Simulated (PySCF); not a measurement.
Work out the structure from these simulated measurements.

Formula: C2H8F2OSi2.

* 13C NMR: chemical shifts (computed TMS as zero) by class: 126.6 (1 C), 51.6 (1 C) ppm [GIAO CAM-B3LYP/pcSseg-1]
* NMR, other nuclei: isotropic shieldings of nuclei other than C and H, by class: 243 (1 O), 272 (2 F), 406 (2 Si) ppm [GIAO CAM-B3LYP/pcSseg-1]
* Polarisability: 86.6 au [CAM-B3LYP/def2-SVPD]
* 1H NMR: chemical shifts (computed TMS as zero) by class: 5.68 (1 H), 4.01 (6 H), 3.15 (1 H) ppm [GIAO CAM-B3LYP/pcSseg-1]
* Rotational structure: rotational constants A, B, C: 2.381, 1.141, 0.810 GHz [PBE0-D3(BJ)/def2-SVP]
* Valence photoelectron: vertical ionisation energy: 10.37 eV [ΔSCF CAM-B3LYP/def2-SVPD]

Gas-phase values; electronic properties from PySCF, density fitting. Levels stand in brackets. The structure is a single PBE0-D3(BJ)/def2-SVP conformer in the gas phase; no vibrational or solvent corrections. Each NMR value is the plain mean over a class of atoms that symmetry, rotation or inversion makes alike.

Q: What is the compound? Reason from the data.

A: Numbering: `[F:1][CH:2]([F:3])[O:4][CH:5]([SiH3:6])[SiH3:7]`. Its formula, C2H8F2OSi2, gives 0 degrees of unsaturation, so no ring and no π bond. 2 carbons fall into 2 classes; from least to most shielded: CHF2 carbon [C2] (126.6 ppm), sp3 carbon bound to oxygen [C5] (51.6 ppm). Hydrogen classes from least to most shielded: 1 H on a CHF2 carbon, C2 (5.68 ppm), 6 H on 2 SiH3 silicons, Si6/Si7 (4.01 ppm), 1 H on an sp3 carbon bound to oxygen, C5 (3.15 ppm). The other shieldings belong to: 243 ppm, ether oxygen [O4]; 272 ppm, fluorine of a CF2 group [F1/F3]; 406 ppm, SiH3 silicon [Si6/Si7]. The first electron is taken from the HOMO, whose largest Löwdin shares are 0.30 on the ether oxygen, 0.27 on the sp3 carbon bound to oxygen, 0.16 on an SiH3 silicon and 0.07 on an SiH3 silicon. The optimised geometry has point group C1 and is an asymmetric top. Structure: `FC(OC([SiH3])[SiH3])F`. The assignments are read from this structure; whether some other isomer fits the data as well wasn't checked.

Shape of the structure used: `[F:1][CH:2]([F:3])[O:4][CH:5]([SiH3:6])[SiH3:7]`: F1–C2–O4–C5 -73°, C2–O4–C5–Si6 -169°.
